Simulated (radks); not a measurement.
Spherical quantum dot in the effective-mass picture: electrons in a hard-walled sphere of radius 4.86, all in effective atomic units (hartree* = m*/eps^2 hartree, bohr* = eps/m* bohr), one dielectric constant everywhere. Calculated with a radial shooting solver with Libxc functionals: non-relativistic Kohn-Sham, PBEsol, spin-polarised, spherical densities. Levels are named by radial order and angular momentum (1s, 1p, 1d, 2s, ...), and open shells are averaged over m. Results are scaled to m* = 0.098 and eps = 8.8, for which hartree* = 34.44 meV and bohr* = 4.752 nm.

N = 21, configuration 1s2 1p6 1d10 1f(up 3, down 0). This is the lowest configuration that the search found. Occupied and some empty levels:

level,occupation,eigenvalue (meV),<r> (nm)
1s up,1,191.75,16.06
1s down,1,192.64,15.98
1p up,3,195.24,16.50
1p down,3,196.18,16.45
1d up,5,201.51,16.93
1d down,5,202.50,16.90
1f up,3,210.21,17.30
1f down,0,211.24,17.28
2s up,0,220.39,10.45
2s down,0,220.66,10.45
1g up,0,221.16,17.63
1g down,0,222.22,17.62
2p up,0,232.12,12.16
2p down,0,232.51,12.15
2d up,0,246.54,13.25
2d down,0,247.03,13.23

Energy (meV): total 2293.24, kinetic 550.87, external 0, Hartree 1991.2, exchange-correlation -248.80.
